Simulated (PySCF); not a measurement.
## A search over the determinants of CoH

Unrestricted PBE0; basis Co def2-TZVPPD, H def2-TZVPPD; no relativity; PySCF 2.14. Outer shells of the fragments: Co 3d7 4s2; H 1s1.

Followed along the bond (rough minima from three points):

```json
{"2Ms+1": "3", "unpaired": "π ↑, δ ↑", "⟨S²⟩ at the start": "2.02", "R at minimum (Å)": "1.53", "Te (eV)": "0.00"}
{"2Ms+1": "3", "unpaired": "σ ↑, δ ↑", "⟨S²⟩ at the start": "2.03", "R at minimum (Å)": "1.54", "Te (eV)": "0.02"}
{"2Ms+1": "3", "unpaired": "δ ↑↑", "⟨S²⟩ at the start": "2.13", "R at minimum (Å)": "1.48", "Te (eV)": "0.68"}
{"2Ms+1": "1", "unpaired": "π ↓, δ ↑", "⟨S²⟩ at the start": "1.00", "R at minimum (Å)": "1.53", "Te (eV)": "0.73"}
{"2Ms+1": "1", "unpaired": "σ ↓, δ ↑", "⟨S²⟩ at the start": "1.01", "R at minimum (Å)": "1.52", "Te (eV)": "0.75"}
{"2Ms+1": "1", "unpaired": "δ ↑↓", "⟨S²⟩ at the start": "1.00", "R at minimum (Å)": "1.47", "Te (eV)": "1.16"}
```

Solutions found at the starting distance of 1.390 Å, counted from the lowest of them; the search is not exhaustive and high or unbound solutions are not listed, so other states can lie among these:

```
2Ms+1  unpaired   term  E (eV)  ⟨S²⟩  ⟨Lz²⟩  μ (D)
    3  π ↑, δ ↑  mixed    0.00  2.02   4.52  -2.73
    3  σ ↑, δ ↑     ³Δ    0.03  2.03   4.01  -2.76
    3      δ ↑↑    ³Σ⁻    0.60  2.13   0.00  -2.02
    1  σ ↓, δ ↑  mixed    0.72  1.01   4.01  -2.63
    1  π ↓, δ ↑  mixed    0.73  1.00   4.43  -2.75
    1      δ ↑↓  mixed    1.05  1.00   8.01  -2.33
```

A term symbol is given only where ⟨S²⟩ and ⟨Lz²⟩ are close to those of a pure state; real π, δ and φ orbitals otherwise mix terms. A positive dipole means Co(−)H(+).

With d or f electrons several states lie close, and the lowest PBE0 determinant need not be the measured ground state.
